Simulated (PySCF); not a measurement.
**Two-component Hartree-Fock for Fe⁻ (iron, charge -1)**

Start: [Ar] 3d7 4s2; 3d3/2 filled at m_j = -3/2, -1/2, +1/2, +3/2; 3d5/2 filled at m_j = +1/2, +3/2, +5/2. Calculated with PySCF 2.14 in x2c-SVPall-2c with one added diffuse shell each of s, d type (6s5p4d1f, 48 functions): generalised Hartree-Fock with the X2C-1e Hamiltonian and a Gaussian nucleus; one run each with spin-orbit coupling (SO) switched off, then screened by Boettger's factors.

```csv
spinor shell,electrons,"ε, spin-free (eV)","ε, screened SO (eV)",weight of nominal j (screened SO),"rms radius, screened SO (bohr)"
1s1/2,2,-7162.7,-7162.7,1.000,0.0676
2s1/2,2,-871.56,-871.53,1.000,0.288
2p1/2,2,-737.73,-746.64,0.996,0.259
2p3/2,4,-737.73,-733.31,0.998,0.261
3s1/2,2,-105.36,-105.34,1.000,0.876
3p3/2,4,-65.171,-64.187,0.820,0.945
3p1/2,2,-65.171,-67.118,0.640,0.943
3d5/2,3,-6.182,-7.343,0.787,1.36
3d3/2,4,-6.182,-5.309,0.701,1.46
4s1/2,2,-0.714,-0.715,1.000,5.72
```

| quantity | spin-free | screened SO |
| --- | --- | --- |
| E (hartree) | -1271.06516 | -1271.08137 |
| M_J | 9/2 | 9/2 |
| ⟨J²⟩ | 24.973 | 24.975 |
| ⟨L²⟩ | 12.005 | 12.014 |
| ⟨S²⟩ | 3.968 | 3.966 |

At GHF the highest occupied level has a positive energy, so only the finite basis holds that electron.

The basis lacks diffuse functions for the outer shell of this anion, so its levels lie too high.

Each row is a mean over spinors that exchange with the open shell spreads, by up to 12.315 eV (3p3/2).

Rows whose weight is well below 1 are mixtures of j = l ± 1/2: exchange outweighs spin-orbit coupling there, and the label is only the starting occupation.

⟨J²⟩ departs a little from M_J(M_J + 1) because the unrestricted spinors polarise the closed shells.

Without spin-orbit coupling the j labels of p, d and f shells carry no meaning; the spin-free column gives the mean over the occupied spinors of each nl shell, and its ⟨J²⟩ belongs to a mixture of degenerate components.
